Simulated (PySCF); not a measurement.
## How methods differ on the excitation energy of Ca

Ca [Ar] 4s2 (1S) → Ca [Ar] 4p2 (3P), as a difference of total energies. All numbers are calculated (PySCF 2.14, scalar relativity by spin-free X2C-1e, in aug-cc-pwCVTZ-X2C with one added diffuse shell each of s, p, d, f type (10s9p7d4f, 100 functions)). Correlated levels: valence: [Ar] frozen; valence and next inner shell: [Ne] frozen; nothing frozen. The calculations carry no spin-orbit coupling.

```csv
method,excitation energy (eV)
UHF,4.175
LDA,4.595
PBE,4.312
PBE0,4.383
r2SCAN,4.087
BP86,4.389
B3LYP,4.674
PW91,4.333
PBEsol,4.306
MP2 (valence),4.603
SCS-MP2 (valence),4.799
MP2 (valence and next inner shell),4.973
SCS-MP2 (valence and next inner shell),5.087
MP2 (all electrons),4.979
SCS-MP2 (all electrons),5.092
```

**Question.** How much does correlation contribute at MP2 (all electrons)?

**Answer.** 4.979 − (4.175) = 0.804 eV, measured against UHF.

Errors of the correlated levels include the incompleteness of this basis and the frozen core.

For comparison: 4.774 eV (measured; NIST levels, between the centres of gravity of the two terms).
